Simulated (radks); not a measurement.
The numbers below are computed, except where a source is named.
Species: Pr. Configuration: [Xe] 4f3 6s2 (the NIST ground configuration). Level of theory: scalar-relativistic Kohn-Sham, PBE, spin-polarised, spherical densities, point nucleus; open shells are filled with parallel spins first (spin-orbit coupling, left out, can overturn this in heavy ions) (a radial shooting solver on a logarithmic mesh with Libxc functionals).

Local quantities along the radius. ELF = 1/(1 + alpha^2) is the electron localisation function; alpha = (tau - tau_W)/tau_unif compares the Pauli kinetic energy density with that of the uniform gas (summed over spins); -r V(r) is the screened charge that the Kohn-Sham potential of spin up presents (atomic units); 4 pi r^2 rho is in e/bohr; r v_xc is r times the local exchange-correlation potential of spin up (hartree bohr). tau is taken from the large components.

| r (bohr) | ELF | alpha | -r V(r) | 4 pi r^2 rho | r v_xc |
|---|---|---|---|---|---|
| 0.001159 | 0.999 | 0.02395 | 58.68 | 3.805 | -0.1167 |
| 0.001583 | 0.999 | 0.02480 | 58.53 | 6.353 | -0.1343 |
| 0.002146 | 0.999 | 0.02662 | 58.35 | 10.29 | -0.1589 |
| 0.002932 | 0.999 | 0.02998 | 58.09 | 16.45 | -0.1923 |
| 0.004005 | 0.999 | 0.03584 | 57.74 | 25.44 | -0.2348 |
| 0.005471 | 0.998 | 0.04623 | 57.27 | 37.56 | -0.2863 |
| 0.007415 | 0.996 | 0.06504 | 56.65 | 51.70 | -0.3435 |
| 0.01013 | 0.989 | 0.1044 | 55.81 | 66.12 | -0.4055 |
| 0.01384 | 0.963 | 0.1948 | 54.72 | 76.00 | -0.4631 |
| 0.01891 | 0.848 | 0.4237 | 53.31 | 77.16 | -0.5067 |
| 0.02562 | 0.535 | 0.9329 | 51.58 | 71.33 | -0.5321 |
| 0.03501 | 0.324 | 1.444 | 49.34 | 68.87 | -0.5575 |
| 0.04782 | 0.475 | 1.051 | 46.65 | 81.40 | -0.6722 |
| 0.06534 | 0.721 | 0.6214 | 43.43 | 99.87 | -0.8298 |
| 0.08855 | 0.690 | 0.6701 | 39.72 | 97.70 | -0.9015 |
| 0.121 | 0.376 | 1.289 | 35.38 | 78.20 | -0.8851 |
| 0.1653 | 0.458 | 1.089 | 30.70 | 80.27 | -1.015 |
| 0.2258 | 0.745 | 0.5847 | 25.87 | 87.27 | -1.212 |
| 0.306 | 0.562 | 0.8837 | 21.17 | 56.17 | -1.128 |
| 0.418 | 0.220 | 1.884 | 16.51 | 32.74 | -0.9772 |
| 0.5711 | 0.707 | 0.6442 | 12.37 | 38.83 | -1.304 |
| 0.7802 | 0.639 | 0.7524 | 8.655 | 27.69 | -1.292 |
| 1.066 | 0.293 | 1.553 | 5.810 | 12.82 | -1.088 |
| 1.445 | 0.545 | 0.9132 | 3.931 | 8.555 | -1.119 |
| 1.973 | 0.629 | 0.7676 | 2.546 | 4.734 | -1.031 |
| 2.696 | 0.188 | 2.081 | 1.587 | 1.622 | -0.7840 |
| 3.683 | 0.213 | 1.919 | 1.087 | 0.7496 | -0.7095 |
| 4.992 | 0.862 | 0.4004 | 0.8494 | 0.4514 | -0.7226 |
| 6.819 | 0.963 | 0.1959 | 0.5475 | 0.1422 | -0.5242 |
| 9.316 | 0.835 | 0.4444 | 0.3724 | 0.01859 | -0.3704 |
| 12.73 | 0.061 | 3.907 | 0.1566 | 0.0007822 | -0.1565 |

On this mesh the ELF has minima near r = 0.035, 0.14, 0.42, 1.1, 3.1 bohr, which separate the shells, and maxima near 0.076 (0.75), 0.23 (0.75), 0.66 (0.74), 1.7 (0.67), 6.8 (0.96).
